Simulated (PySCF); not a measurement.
PySCF input (M06-2X/6-31G* (5d)):

```python
from pyscf import gto, dft

mol = gto.M(
    atom='''
    C     1.61440100    1.13498500    0.19390100
    C     0.52885900    0.34092100    0.18506100
    C    -0.49906400   -0.32674900   -0.15482200
    O    -1.48709800   -1.00911300   -0.32174300
    H     2.03161100    1.17796000    1.22910300
    ''',
    basis='6-31g*',
    charge=-1,
    spin=0,
    verbose=4,
)

mf = dft.RKS(mol, xc='m062x')
mf.grids.level = 4
mf.conv_tol = 1e-9
mf.max_cycle = 100
mf.max_memory = 1500
mf.kernel()
if not mf.converged:
    mf = mf.newton()
    mf.kernel(mf.make_rdm1())
mf.dip_moment()
```

Output:

```
PySCF version 2.14.0

[INPUT] verbose = 4
[INPUT] num. atoms = 5
[INPUT] num. electrons = 28
[INPUT] charge = -1
[INPUT] spin (= nelec alpha-beta = 2S) = 0
[INPUT] symmetry False subgroup None
[INPUT] Mole.unit = angstrom
[INPUT] Symbol           X                Y                Z      unit          X                Y                Z       unit  Magmom
[INPUT]  1 C      1.614401000000   1.134985000000   0.193901000000 AA    3.050775745224   2.144810805489   0.366419785279 Bohr   0.0
[INPUT]  2 C      0.528859000000   0.340921000000   0.185061000000 AA    0.999398668511   0.644247320113   0.349714606338 Bohr   0.0
[INPUT]  3 C     -0.499064000000  -0.326749000000  -0.154822000000 AA   -0.943094278630  -0.617466121476  -0.292571178057 Bohr   0.0
[INPUT]  4 O     -1.487098000000  -1.009113000000  -0.321743000000 AA   -2.810207940388  -1.906947198738  -0.608006152496 Bohr   0.0
[INPUT]  5 H      2.031611000000   1.177960000000   1.229103000000 AA    3.839188381654   2.226021785693   2.322668048881 Bohr   0.0

nuclear repulsion = 80.7150416616332
number of shells = 26
number of NR pGTOs = 112
number of NR cGTOs = 58
basis = 6-31g*
ecp = {}

******** <class 'pyscf.dft.rks.RKS'> ********
method = RKS
initial guess = minao
damping factor = 0
level_shift factor = 0
DIIS = <class 'pyscf.scf.diis.CDIIS'>
diis_start_cycle = 1
diis_space = 8
diis_damp = 0
SCF conv_tol = 1e-09
SCF conv_tol_grad = None
SCF max_cycles = 100
direct_scf = True
direct_scf_tol = 1e-13
XC library pyscf.dft.libxc version 7.1.2
    S. Lehtola, C. Steigemann, M. J. T. Oliveira, and M. A. L. Marques,  SoftwareX 7, 1–5 (2018)
XC functionals = m062x
    Y. Zhao and D. G. Truhlar,  Theor. Chem. Acc. 120, 215 (2008)
    Y. Zhao and D. G. Truhlar,  Theor. Chem. Acc. 120, 215 (2008)
radial grids:
    Treutler-Ahlrichs [JCP 102, 346 (1995); DOI:10.1063/1.469408] (M4) radial grids

becke partition: Becke, JCP 88, 2547 (1988); DOI:10.1063/1.454033
pruning grids: <function nwchem_prune>
grids dens level: 4
symmetrized grids: False
atomic radii adjust function: <function treutler_atomic_radii_adjust>
small_rho_cutoff = 0
Set gradient conv threshold to 3.16228e-05
Initial guess from minao.
tot grids = 129792
init E= -190.483331233436
  HOMO = -0.183171950962901  LUMO = -0.124125232744948  gap/eV = 1.60674
cycle= 1 E= -189.848319994685  delta_E= 0.635  |g|= 0.631  |ddm|= 2.68
  HOMO = 0.0599301263327621  LUMO = 0.225875494859118  gap/eV = 4.51560
cycle= 2 E= -189.791668838666  delta_E= 0.0567  |g|= 0.872  |ddm|= 1.62
  HOMO = 0.0307211595929857  LUMO = 0.20762020703881  gap/eV = 4.81367
cycle= 3 E= -189.929122690941  delta_E= -0.137  |g|= 0.121  |ddm|= 0.963
  HOMO = 0.0143808693221885  LUMO = 0.194422528764115  gap/eV = 4.89918
cycle= 4 E= -189.932319238336  delta_E= -0.0032  |g|= 0.0515  |ddm|= 0.168
  HOMO = 0.0131499593684032  LUMO = 0.194126784507591  gap/eV = 4.92463
cycle= 5 E= -189.932969482944  delta_E= -0.00065  |g|= 0.0157  |ddm|= 0.0667
  HOMO = 0.0140038528465554  LUMO = 0.195771568671247  gap/eV = 4.94615
cycle= 6 E= -189.933037851125  delta_E= -6.84e-05  |g|= 0.00579  |ddm|= 0.0254
  HOMO = 0.0142375028424286  LUMO = 0.19618924328247  gap/eV = 4.95116
cycle= 7 E= -189.933047449522  delta_E= -9.6e-06  |g|= 0.00168  |ddm|= 0.00774
  HOMO = 0.0140437324210745  LUMO = 0.196041654229107  gap/eV = 4.95242
cycle= 8 E= -189.933048674751  delta_E= -1.23e-06  |g|= 0.00043  |ddm|= 0.00352
  HOMO = 0.0140592213380546  LUMO = 0.196092565094286  gap/eV = 4.95338
cycle= 9 E= -189.933048794166  delta_E= -1.19e-07  |g|= 0.000104  |ddm|= 0.00123
  HOMO = 0.0140582653312595  LUMO = 0.196097256463457  gap/eV = 4.95353
cycle= 10 E= -189.933048803759  delta_E= -9.59e-09  |g|= 3.43e-05  |ddm|= 0.000341
  HOMO = 0.014059084119364  LUMO = 0.196098414236963  gap/eV = 4.95354
cycle= 11 E= -189.933048804551  delta_E= -7.92e-10  |g|= 7.74e-06  |ddm|= 0.000121
  HOMO = 0.0140594857561602  LUMO = 0.196098569677353  gap/eV = 4.95354
Extra cycle  E= -189.93304880455  delta_E= 1.71e-12  |g|= 9.68e-06  |ddm|= 2.63e-05
converged SCF energy = -189.93304880455

WARN: System has nonzero charge -1; the dipole moment is origin-dependent.
Location of origin: [0. 0. 0.]

Dipole moment(X, Y, Z, Debye): -1.63710, -1.41176,  0.82966
```

The dipole moment of an ion depends on the origin.

The geometry given is a B3LYP-D3(BJ)/def2-TZVP minimum.
